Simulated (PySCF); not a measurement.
C²⁺ (carbon, charge +2) across methods

[He] 2s2, closed-shell 1S. Calculation: PySCF 2.14, in ANO-RCC-VTZP (4s3p2d1f, 30 functions); the spin-free X2C one-electron Hamiltonian (Gaussian nucleus).

| method | E (hartree) | mean ε 1s (eV) | mean ε 2s (eV) | Σ⟨r²⟩ (bohr²) | ⟨S²⟩ |
| --- | --- | --- | --- | --- | --- |
| PBE0 | -36.4856 | -317.69 | -42.060 | 4.591 | 0.000 |
| UHF | -36.42321 | -344.41 | -46.120 | 4.636 | 0.000 |
| BP86 | -36.5211 | -308.98 | -40.471 | 4.580 | 0.000 |
| r2SCAN | -36.5010 | -312.53 | -40.699 | 4.612 | 0.000 |
| BHandHLYP | -36.5326 | -327.40 | -43.635 | 4.608 | 0.000 |
| wB97M-V | -36.5503 | -320.75 | -44.510 | 4.601 | 0.000 |
| PBE | -36.4747 | -308.56 | -40.382 | 4.590 | 0.000 |
| LDA | -36.1430 | -305.72 | -40.169 | 4.627 | 0.000 |

Question: Estimate the same row for revPBE.

Answer: E (hartree) = -36.5275; mean ε 1s (eV) = -308.80; mean ε 2s (eV) = -40.409; Σ⟨r²⟩ (bohr²) = 4.588; ⟨S²⟩ = 0.000.
